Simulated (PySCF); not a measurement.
An element was calculated at PBE (PySCF 2.14, spin-free X2C, a triple-zeta basis, no spin-orbit coupling), in the ground configurations that NIST lists.

* electron affinity: 0.904 eV
* first ionisation energy: 8.572 eV
* second ionisation energy: 15.780 eV
* third ionisation energy: 23.675 eV
* polarisability of the atom: 55.0 bohr³

**Question.** Which element is it?

**Answer.** Bismuth (Bi, Z = 83), in aug-cc-pwCVTZ-DK3. NIST lists 7.286, 16.703, 25.571 eV for these ionisation energies.
